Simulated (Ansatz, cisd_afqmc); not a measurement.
System: AuCl, charge 0, singlet. AuCl (SMILES [Cl][Au]).
B3LYP-D3(BJ)/def2-TZVP minimum from Ansatz (a first-principles code):
```xyz
2

Au     0.0000     0.0000    -0.3991
Cl     0.0000     0.0000     1.8548
```
Charge 0, spin multiplicity 1.

Atomisation energy term by term, kcal/mol (programs: Ansatz, cisd_afqmc). Open shells are spin-unrestricted; no spin-orbit coupling. Cores are frozen in correlated methods (noble-gas shells, and filled d and f shells in the p block). Past Kr the def2 sets carry scalar-relativistic core potentials. The Monte Carlo rows (phaseless AFQMC, CISD trial, step 0.005/hartree) carry one-sigma bars that omit the constraint's bias. Outlying blocks are dropped, and bars are widened where a walk drifts. Over all cases where full CI ran beside it in this data, AFQMC minus full CI had a median of +0.1 mEh and passed +0.4 mEh in a tenth of the cases. CBS(X,Y): correlation extrapolated as X^-3, Hartree-Fock from the larger set. A bracket is a step between two methods taken in the basis named. The T1 diagnostic of AuCl ([Cl][Au], singlet) reaches 0.030 in the sets run.

```tsv
term	basis	kcal/mol
Hartree-Fock	def2-QZVPP	38.96
CCSD correlation	CBS(def2-TZVPP,def2-QZVPP)	24.62
(T)	CBS(def2-TZVPP,def2-QZVPP)	3.86
CCSDT(Q) - CCSD(T)	def2-TZVPP	0.14
CCSDTQ - CCSDT(Q)	def2-SVP	-0.08
sum: De		67.5
```

The step beyond CCSD(T) by other levels: CCSDTQ in def2-SVP 0.20; AFQMC/CISD in def2-SVP 0.49 ± 0.35; CCSDT(Q) in def2-SVP 0.29 kcal/mol.
